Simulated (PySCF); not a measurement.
Species: C7H8NO (doublet state).
Structure used (GFN2-xTB), in Å, numbered top down from 1:
```
atom  x, y, z in Å
C1    -2.5169   -1.3500    2.7361
C2    -2.2658   -0.5844    1.7307
C3    -1.5351   -0.9832    0.4523
N4    -0.4723   -0.0333    0.2013
C5     0.2527   -0.3052   -1.0292
C6     1.3439    0.6216   -1.2166
C7     2.2625    1.3967   -1.3177
C8     3.3499    2.3018   -1.4843
O9     4.1246    2.3072   -2.4044
H10   -2.3798   -2.3605    3.0420
H11   -2.5540    0.4601    1.7259
H12   -2.2441   -0.9261   -0.3819
H13   -1.1813   -2.0252    0.5365
H14    0.1693   -0.0110    0.9892
H15    0.6648   -1.3331   -1.0707
H16   -0.4474   -0.1948   -1.8671
H17    3.4220    3.0316   -0.6517
```

The hyperfine couplings belong to this conformer and change with its torsions.

As a line formula: `[H]/[C]=C\CNCC#CC=O` [radical].

Computed, not measured: PySCF, UKS B3LYP, pcH-1 on C H N O, non-relativistic, mean-field spin-orbit, GIAO. The structure is a single GFN2-xTB conformer in the gas phase; no vibrational or solvent corrections. Couplings are sensitive to structure, and on GFN2-xTB geometries they can be far from those on DFT ones. Stability of the SCF solution: not tested.

(1) The isotropic 13C couplings are +315.7, +92.7, -14.1, +5.1, +1.8 MHz. Assign them to C1; C2; C3; C5; C6.

Results:

(1) 
```
site  a_iso (MHz)  ρ(0) (bohr⁻³)                 position  distance from C1 (Å)  spin population  largest |T| (MHz)
  C1       +315.7        +0.2808  largest spin population                  0.00            +1.04              142.8
  C2        -14.1        -0.0125           1 bond from C1                  1.29            -0.17               19.0
  C3        +92.7        +0.0825          2 bonds from C1                  2.51            +0.08               16.4
  C5         +5.1        +0.0046          4 bonds from C1                  4.79             0.00                0.7
  C6         +1.8        +0.0016          5 bonds from C1                  5.87             0.00                0.3
```

ρ(0) is the spin density at the nucleus and T the dipolar tensor; entries for several nuclei are means. Largest spin populations (Mulliken): C1 (+1.04), C2 (-0.17) and C3 (+0.08). C1 is the only atom above +0.15. The positive populations add up to 1.17 and the negative ones to -0.17, together 2S = 1.

Means are taken over nuclei equivalent by connectivity, which assumes that they swap fast.

Hardware: an Arm Neoverse V2 with one thread, no GPU (shared host). Cost: 83 s wall (grids of density and orbitals included), 1.1 GiB resident at most.
